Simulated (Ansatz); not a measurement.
Relaxing a trial structure of C3H7ClF2Si2

The starting geometry of this gas-phase singlet was optimised with GFN2-xTB; its bonds are those of `C/C(=C\[SiH](F)F)[SiH2]Cl`.

```xyz
15

C     0.2917   -1.0609   -1.3421
C    -0.3993   -0.0753   -0.4541
C    -0.0239    0.1330    0.8117
Cl   -1.1364    1.8939   -2.8236
F     1.1137   -2.2913    1.8582
F     1.2466   -0.2505    3.2771
Si    1.3590   -0.7101    1.7467
Si   -1.8474    0.8700   -1.2340
H     0.6960   -0.5519   -2.2168
H    -0.4217   -1.8032   -1.6984
H     1.1009   -1.5732   -0.8267
H    -0.5718    0.8740    1.3834
H     2.7361   -0.5318    1.3470
H    -2.8562   -0.0699   -1.7197
H    -2.4072    1.8236   -0.2818
```

Problem. Where would you expect an optimisation with PBE0-D3(BJ)/def2-SVP to take it?

Solution. It keeps its bonds, and is `C/C(=C\[SiH](F)F)[SiH2]Cl`.

The energy falls by 0.17 eV over 45 steps:

```json
{"step": "1", "E − E(last) (eV)": "0.167"}
{"step": "6", "E − E(last) (eV)": "0.014"}
{"step": "11", "E − E(last) (eV)": "0.012"}
{"step": "16", "E − E(last) (eV)": "0.009"}
{"step": "21", "E − E(last) (eV)": "0.007"}
{"step": "25", "E − E(last) (eV)": "0.006"}
{"step": "30", "E − E(last) (eV)": "0.004"}
{"step": "35", "E − E(last) (eV)": "0.002"}
{"step": "40", "E − E(last) (eV)": "0.000"}
{"step": "45", "E − E(last) (eV)": "0.000"}
```

Final geometry (Å):

| atom | x (Å) | y (Å) | z (Å) |
| --- | --- | --- | --- |
| C | 0.0846 | -1.2919 | -1.2811 |
| C | -0.3690 | -0.1159 | -0.4711 |
| C | 0.0984 | 0.2205 | 0.7503 |
| Cl | -1.1119 | 1.5953 | -3.0933 |
| F | 2.2358 | -1.7067 | 0.9781 |
| F | 0.6560 | -1.4118 | 3.0023 |
| Si | 1.3775 | -0.6073 | 1.7999 |
| Si | -1.7193 | 0.9637 | -1.2120 |
| H | 0.4118 | -0.9572 | -2.2792 |
| H | -0.7587 | -1.9829 | -1.4515 |
| H | 0.9033 | -1.8475 | -0.8073 |
| H | -0.3231 | 1.1206 | 1.2246 |
| H | 2.3230 | 0.3529 | 2.4118 |
| H | -2.9804 | 0.1897 | -1.3953 |
| H | -1.9478 | 2.1548 | -0.3494 |

The end wasn't checked by frequencies. Run with Ansatz 0.2.0, 73 s on 4 threads of AMD EPYC 9R45 96-Core Processor (Zen 5) (shared host).
